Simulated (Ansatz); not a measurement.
`[CH3][AlH][SiH2][AlH2]` + `[SiH3]S` → `[CH3][AlH][S][SiH3]` + `[AlH2][SiH3]`  (cleavage of the Al–Si bond)

Calculated with Ansatz (gas phase, PBE0-D4/def2-TZVP geometries, no zero-point term in ΔE). CBS: MP2 limit from def2 TZ/QZ plus the TZ coupled-cluster correction, frozen cores. This one scheme is used for every species. Functionals use def2-TZVPP. One conformer a species, not always the lowest.

CCSD(T)/CBS gives -110.0 kJ/mol.

(1) Another level gave -100.4 kJ/mol. Which?
A. PBE-D4/def2-TZVPP
B. PBE0-D4/def2-TZVPP
C. r2SCAN/def2-TZVPP
D. MP2/def2-TZVPP

Largest T1 diagnostic among the species: 0.013.

Answers

(1) B. PBE0-D4 -100.4, r2SCAN -105.1, PBE-D4 -94.5, MP2/def2-TZVPP -117.6 kJ/mol.

From PBE to PBE0 (25 % exact exchange), in def2-TZVPP and without D4, ΔE moves by −6.4 kJ/mol. The D4 term adds −5.5 kJ/mol with B3LYP and −2.9 kJ/mol with PBE0; it sums over pairs of atoms, weighted by their polarisabilities, and B3LYP, whose exchange is more repulsive, gets the larger term.

B3LYP here is the variant with VWN-RPA as its local correlation; programs differ in this.
